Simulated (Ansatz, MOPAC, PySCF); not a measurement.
Dimer: H2O (SMILES O) (first 3 atoms) with GeH4 (SMILES [GeH4]); geometry from B3LYP-D3(BJ)/def2-TZVP, rigid monomers moved along the line of their centres of mass till O1···Ge4 is 3.77 Å.
(charge 0, multiplicity 1):
| atom | x (Å) | y (Å) | z (Å) |
|---|---|---|---|
| O | 0.2621 | -0.1240 | 0.4007 |
| H | -0.6530 | 0.0334 | 0.1450 |
| H | 0.7021 | 0.7273 | 0.3054 |
| Ge | -0.2272 | -0.0457 | 4.1340 |
| H | -0.4571 | 0.0382 | 5.6556 |
| H | -0.6569 | 1.2923 | 3.5108 |
| H | -1.0803 | -1.1852 | 3.5641 |
| H | 1.2609 | -0.2959 | 3.8656 |

Monomers are frozen at their geometry in the pair; levels with a basis set take the counterpoise correction. Rows marked so take none.

Cores are frozen in the correlated methods. Filled d and f shells under p-block atoms count as core. Rows in 3-21G, 6-31G* carry no dispersion term and start afresh at each structure (6-31G* with six Cartesian d functions); the Pople sets are all-electron and without relativity. The state that PM3 reach isn't checked.

The values were computed with Ansatz (an electronic-structure program) with Gaussian orbitals; MOPAC for PM3 (differences of heats of formation); PySCF for 3-21G rows, 6-31G* rows, the dispersion terms. Values without a source in brackets are computed.

```csv
level,interaction energy (kcal/mol)
PM3,0.99
HF/aug-cc-pVDZ,-0.42
PBE/def2-TZVPPD,-0.72
BP86/6-31G* (no counterpoise),-2.13
B3LYP/3-21G (no counterpoise),-5.77
B3LYP/def2-TZVPPD,-0.28
PBE0/def2-TZVPPD,-0.67
PBE0-D3(BJ)/def2-TZVPPD,[?]
CCSD(T)/aug-cc-pVTZ,[?]
```

### Question
Fill in the missing entries.

### Answer

- PBE0-D3(BJ)/def2-TZVPPD, interaction energy (kcal/mol): -1.15
- CCSD(T)/aug-cc-pVTZ, interaction energy (kcal/mol): -1.05
